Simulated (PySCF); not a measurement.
A mixed set of molecules. Method used: TDDFT wB97X-D/def2-SVPD, vertical, gas phase, core orbitals frozen in the response in PySCF 2.14.0, density-fitted response routines. Geometries: GFN2-xTB; one conformer of each isolated species. Triplets are in the Tamm–Dancoff approximation. 'Strongest' means the level of largest summed f among the lowest 8 singlets; it needn't be the same kind of state in each.

Task: Rank by computed LUMO energy, highest first.
A. `C=C(O[SiH3])C(=O)O`
B. `CC#CCCF`
C. `C=C[Si@H]1C[SiH2]C1=O`
D. `C[C@@H]1[SiH2]O[Si@@]1(C)Cl`

Result: B (2.19 eV), D (1.36 eV), A (0.14 eV), C (-0.21 eV).

```
                     SMILES  LUMO (eV)  α (au)  strongest (eV)  f (S1)  T1 (eV)    S1 mainly
                    CC#CCCF       2.19    61.2            8.42   0.000     5.66  H→L+2 (39%)
C[C@@H]1[SiH2]O[Si@@]1(C)Cl       1.36    96.9            6.41   0.095     5.91    H→L (94%)
         C=C(O[SiH3])C(=O)O       0.14    74.6            5.33   0.244     3.35    H→L (98%)
      C=C[Si@H]1C[SiH2]C1=O      -0.21   103.1            4.55   0.000     1.52    H→L (97%)
```

H and L stand for HOMO and LUMO.

- `CC#CCCF`: Löwdin shares by element: HOMO carbon 89% or more; LUMO carbon 65% or more (atoms not listed hold the other 35%).
- `C[C@@H]1[SiH2]O[Si@@]1(C)Cl`: Löwdin shares by element: HOMO carbon 34% or more, silicon 24%, chlorine 10% (atoms not listed hold the other 32%); LUMO silicon 39%, carbon 13% or more, hydrogen 9% or more (atoms not listed hold the other 40%).
- `C=C(O[SiH3])C(=O)O`: Löwdin shares by element: HOMO carbon 54% or more, oxygen 25% or more, silicon 4% (atoms not listed hold the other 17%); LUMO carbon 62%, oxygen 19% or more (atoms not listed hold the other 20%).
- `C=C[Si@H]1C[SiH2]C1=O`: Löwdin shares by element: HOMO oxygen 38%, silicon 25%, carbon 23% or more; LUMO carbon 34% or more, oxygen 28%, silicon 22% (atoms not listed hold the other 17%).
